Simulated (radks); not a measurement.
The lithium ion Li+ inside a hard spherical wall (all orbitals vanish at R), configuration held at [He] and not refilled when levels cross. Method: scalar-relativistic Kohn-Sham, LDA (Slater exchange, VWN5 correlation), spin-polarised, spherical densities, finite nucleus; Fermi nuclear charge, rms radius 2.444 fm; computed with a radial shooting solver on a logarithmic mesh with Libxc functionals. Eigenvalues in eV for spin up, with the zero of energy where the potential of the charges vanishes at infinity; a dash marks a level that is unbound or too diffuse for the functional's potential to be trusted. A positive occupied level is held by the wall or, in an anion where self-interaction has pushed it up, behind a barrier. The pressure on the wall is -dE/dV.

| R (bohr) | E (hartree) | kinetic (hartree) | e(1s) | e(2s, empty) | e(2p, empty) | pressure (GPa) |
|---|---|---|---|---|---|---|
| free | -7.14359 | 7.059 | -59.606 | -6.529 | -4.570 | 0 |
| 20 | -7.14359 | 7.059 | -59.606 | -6.529 | -4.570 | < 0.0001 |
| 10 | -7.14359 | 7.059 | -59.606 | -6.518 | -4.532 | < 0.0001 |
| 8 | -7.14359 | 7.059 | -59.606 | -6.438 | -4.390 | < 0.0001 |
| 7 | -7.14359 | 7.059 | -59.606 | -6.287 | -4.186 | < 0.0001 |
| 6 | -7.14359 | 7.059 | -59.606 | -5.898 | -3.753 | < 0.0001 |
| 5 | -7.14359 | 7.059 | -59.606 | -4.880 | -2.799 | 0.000171 |
| 4 | -7.14357 | 7.059 | -59.603 | -2.030 | -0.526 | 0.0139 |
| 2 | -7.09436 | 7.369 | -57.726 | 46.366 | 28.632 | 106 |
| 1.5 | -6.83838 | 8.423 | -50.982 | 116.23 | 66.519 | 1160 |
